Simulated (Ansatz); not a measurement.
Molecule: sum formula H₂PO, charge 1, multiplicity 1. It need not be the lowest isomer of its formula. SMILES: [OH+]=P
Geometry: optimised at B3LYP-D3(BJ)/def2-TZVP (Ansatz, a first-principles code).

Parts of the frozen-core correlation energy in STO-3G (Ansatz, hartree). Frozen orbitals: 6; correlated occupied orbitals by spin: 6 and 6; virtual: 4 and 4. Spin-orbit coupling is left out. No relativistic terms.

| term | value |
|---|---|
| reference (HF) | -411.67108 |
| MP2 opposite-spin | ___ |
| MP2 same-spin | -0.01690 |
| CCSD correlation | ___ |
| (T) | ___ |
| FCI minus CCSD(T) | -0.00056 |
| T1 diagnostic | 0.036 |
| largest doubles amplitude | 0.148 |

Problem. Complete the blanks.

Solution. 
- MP2 opposite-spin, value: -0.08125
- CCSD correlation, value: -0.11974
- (T), value: -0.00714
